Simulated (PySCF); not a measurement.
sulfuric acid anion (H2O4S), SMILES S(=O)(O)(=O)O (connectivity only; charge and spin as stated), charge -1, multiplicity 2. Atoms are numbered in the order given.

```xyz
7

O      0.2189    -1.7738    -0.6217
S      0.0000     0.0000    -0.0388
O     -1.2616    -0.1645     0.7319
O      1.2616     0.1645     0.7319
O     -0.2189     1.7738    -0.6217
H     -0.7003    -2.0649    -0.5711
H      0.7003     2.0649    -0.5711
```
Charge -1, spin multiplicity 2.

Coordinates come from a PBE0-D3(BJ)/def2-SVPD optimisation. The spin state was assumed, not searched. Other conformers were not sampled.

The numbers are results of B3LYP/def2-SVPD (PySCF), not measurements.

Mulliken values depend strongly on the basis, most of all with diffuse functions as here. ESP charges are fitted to the potential on shells at 1.4 to 2.0 van der Waals radii. Atomic charges (e):

| atom | meta-Löwdin | Mulliken | ESP fit | Mulliken spin |
|---|---|---|---|---|
| O1 | -0.75 | -0.59 | ___ | 0.23 |
| S2 | 1.61 | 1.23 | ___ | 0.48 |
| O3 | -0.86 | -0.74 | ___ | 0.04 |
| O4 | -0.86 | -0.74 | ___ | 0.04 |
| O5 | -0.75 | -0.59 | ___ | 0.23 |
| H6 | 0.30 | 0.21 | ___ | -0.01 |
| H7 | 0.30 | 0.21 | ___ | -0.01 |

Complete the blanks. (Estimate from the structure and the level; the computed values follow.)


- O1, ESP fit: -0.71
- S2, ESP fit: 0.75
- O3, ESP fit: -0.50
- O4, ESP fit: -0.50
- O5, ESP fit: -0.71
- H6, ESP fit: 0.34
- H7, ESP fit: 0.34
